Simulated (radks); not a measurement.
Values are calculated unless marked as measured or tabulated.
Coulomb parameter of the 3d shell of neutral manganese in the model configuration [Ar] 3d5.5 4s1.5, as a second difference U = [E(n + 0.5) + E(n - 0.5) - 2 E(n)] / (0.5)^2 with all orbitals relaxed. "Bare": the charge of the atom changes with n. "Screened": the 4s shell takes up the change at fixed total charge, which measures U(3d,3d) + U(4s,4s) - 2 U(3d,4s). Level of theory: scalar-relativistic Kohn-Sham, r2SCAN, spin-unpolarised, spherical densities, finite nucleus; meta-GGA in the generalised Kohn-Sham scheme; Fermi nuclear charge, rms radius 3.7057 fm (a radial shooting solver on a logarithmic mesh with Libxc functionals).

case              configuration  E - E(n) (eV)
start          [Ar] 3d5.5 4s1.5          0.000
bare +0.5        [Ar] 3d6 4s1.5         -1.230
bare -0.5        [Ar] 3d5 4s1.5          3.837
screened +0.5      [Ar] 3d6 4s1          0.170
screened -0.5      [Ar] 3d5 4s2          0.391

U(bare) = 10.430 eV, U(screened by 4s) = 2.245 eV, against the Slater integral F0(3d,3d) = 20.125 eV with frozen orbitals. The step up makes a negative ion, whose loosely bound charge lowers the bare value.
